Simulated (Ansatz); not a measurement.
Steps of a relaxation of FH₃SiTe, SMILES `F[SiH2][TeH]` with RKS PBE0-D4/def2-TZVP.

```sh
$ ansatz run in.yaml --threads 2 --pin off --events-out ev --progress --plain --max-ram 4352MiB
```

```yaml
crystal:
  periodic: [false, false, false]
  atoms:
    - {symbol: F, position_ang: [-1.873956, 0.001986, 0.181192]}
    - {symbol: Si, position_ang: [-0.386567, -0.123044, -0.500351]}
    - {symbol: Te, position_ang: [1.386337, -0.737268, 1.154836]}
    - {symbol: H, position_ang: [-0.414950, -1.242813, -1.498044]}
    - {symbol: H, position_ang: [-0.083396, 1.201356, -1.132918]}
    - {symbol: H, position_ang: [1.414532, 0.835683, 1.749185]}
basis:
  gaussian: {orbitals: def2-TZVP}
hamiltonian: {xc: pbe0, dispersion: d4}
relax: {f_tol: 0.005, max_steps: 150}
```

Positions (Å) and forces (eV/Å) along the path, 5 of 5 steps:

```xyz
6
step=1 energy=-17934.6595 eV
F    -1.874    0.002    0.181    1.151   -0.108   -0.535
Si   -0.387   -0.123   -0.500   -0.747    0.044    0.330
Te    1.386   -0.737    1.155   -0.249    0.464   -0.051
H    -0.415   -1.243   -1.498   -0.053    0.274    0.231
H    -0.083    1.201   -1.133   -0.105   -0.307    0.163
H     1.415    0.836    1.749    0.004   -0.367   -0.137
6
step=2 energy=-17934.6864 eV
F    -1.825   -0.006    0.199    0.617   -0.056   -0.377
Si   -0.365   -0.129   -0.502   -0.855    0.190    0.151
Te    1.347   -0.712    1.148    0.246   -0.361    0.087
H    -0.428   -1.228   -1.499    0.025    0.057    0.070
H    -0.080    1.187   -1.124   -0.020   -0.073    0.011
H     1.394    0.823    1.732   -0.013    0.243    0.058
6
step=3 energy=-17934.6996 eV
F    -1.847   -0.004    0.161    0.358   -0.033   -0.092
Si   -0.374   -0.122   -0.484   -0.473    0.021   -0.024
Te    1.366   -0.728    1.150    0.036   -0.088    0.042
H    -0.416   -1.220   -1.476    0.018   -0.005   -0.002
H    -0.090    1.187   -1.112    0.034    0.009    0.023
H     1.403    0.823    1.715    0.026    0.096    0.053
6
step=4 energy=-17934.7034 eV
F    -1.833   -0.010    0.173   -0.134    0.014    0.016
Si   -0.390   -0.123   -0.496    0.200   -0.048    0.028
Te    1.355   -0.727    1.157   -0.017    0.009   -0.022
H    -0.417   -1.222   -1.488   -0.030    0.008   -0.008
H    -0.083    1.186   -1.110   -0.023    0.018   -0.014
H     1.410    0.831    1.719    0.004    0.000   -0.001
6
step=5 energy=-17934.7043 eV
F    -1.838   -0.009    0.167    0.002   -0.003   -0.003
Si   -0.385   -0.124   -0.493    0.000   -0.001    0.002
Te    1.358   -0.727    1.157   -0.002    0.001    0.004
H    -0.420   -1.221   -1.487   -0.003   -0.002   -0.002
H    -0.086    1.186   -1.110   -0.001    0.005    0.000
H     1.412    0.831    1.720    0.004    0.000   -0.001
```

It took 13 s on 2 threads of an Arm Neoverse V2 on a shared host, with 0.28 GiB of host memory at the peak.
